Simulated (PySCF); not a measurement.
# Fractional electron number in Mg(2+) (magnesium, charge +2)

The 2p beta orbital of [Ne] is emptied in steps (occupation f), with all orbitals relaxed, ending at [He] 2s2 2p5. Computed with PySCF 2.14 in aug-pcseg-2 (6s4p2d, 28 functions), with no relativity, point nucleus. The exact energy is a straight line in f; departures are measured from the line between the end points of the same method.

**Question.** Among UHF, LDA, PBE, PBE0, r2SCAN, LC-wPBE, BHandHLYP, wB97X, HSE06, TPSS, which shows the largest delocalisation error (convex curve), and which is closest to linear?

**Answer.** Most convex: LDA (-3.856 eV at f = 0.5); closest to linear: UHF (0.370 eV).

```
  f  UHF (eV)  LDA (eV)  PBE (eV)  PBE0 (eV)  r2SCAN (eV)  LC-wPBE (eV)  BHandHLYP (eV)  wB97X (eV)  HSE06 (eV)  TPSS (eV)
  1     0.000     0.000     0.000      0.000        0.000         0.000           0.000       0.000       0.000      0.000
0.9     0.144    -1.382    -1.342     -0.976       -1.235        -0.828          -0.607      -0.783      -1.016     -1.303
0.7     0.323    -3.233    -3.132     -2.279       -2.858        -1.932          -1.423      -1.827      -2.371     -3.038
0.5     0.370    -3.856    -3.723     -2.710       -3.368        -2.293          -1.700      -2.165      -2.818     -3.608
0.3     0.300    -3.240    -3.117     -2.270       -2.797        -1.913          -1.432      -1.802      -2.359     -3.017
0.1     0.125    -1.387    -1.328     -0.967       -1.188        -0.810          -0.615      -0.760      -1.005     -1.284
  0     0.000     0.000     0.000      0.000        0.000         0.000           0.000       0.000       0.000      0.000
```

```json
{"method": "UHF", "E(f=0) − E(f=1) (eV)": "80.113", "−ε at f=1 (eV)": "81.743", "−ε at f=0.5 (eV)": "80.047"}
{"method": "LDA", "E(f=0) − E(f=1) (eV)": "82.241", "−ε at f=1 (eV)": "66.919", "−ε at f=0.5 (eV)": "82.220"}
{"method": "PBE", "E(f=0) − E(f=1) (eV)": "81.752", "−ε at f=1 (eV)": "66.853", "−ε at f=0.5 (eV)": "81.796"}
{"method": "PBE0", "E(f=0) − E(f=1) (eV)": "81.706", "−ε at f=1 (eV)": "70.874", "−ε at f=0.5 (eV)": "81.732"}
{"method": "r2SCAN", "E(f=0) − E(f=1) (eV)": "81.887", "−ε at f=1 (eV)": "68.123", "−ε at f=0.5 (eV)": "82.076"}
{"method": "LC-wPBE", "E(f=0) − E(f=1) (eV)": "81.909", "−ε at f=1 (eV)": "72.715", "−ε at f=0.5 (eV)": "81.963"}
{"method": "BHandHLYP", "E(f=0) − E(f=1) (eV)": "81.692", "−ε at f=1 (eV)": "74.966", "−ε at f=0.5 (eV)": "81.666"}
{"method": "wB97X", "E(f=0) − E(f=1) (eV)": "81.664", "−ε at f=1 (eV)": "72.965", "−ε at f=0.5 (eV)": "81.733"}
{"method": "HSE06", "E(f=0) − E(f=1) (eV)": "81.704", "−ε at f=1 (eV)": "70.429", "−ε at f=0.5 (eV)": "81.737"}
{"method": "TPSS", "E(f=0) − E(f=1) (eV)": "81.636", "−ε at f=1 (eV)": "67.167", "−ε at f=0.5 (eV)": "81.697"}
```

Reference removal energy between the ground levels: 80.144 eV (measured; NIST Atomic Spectra Database, ionization energies). The calculation has no spin-orbit coupling. UHF lacks correlation.
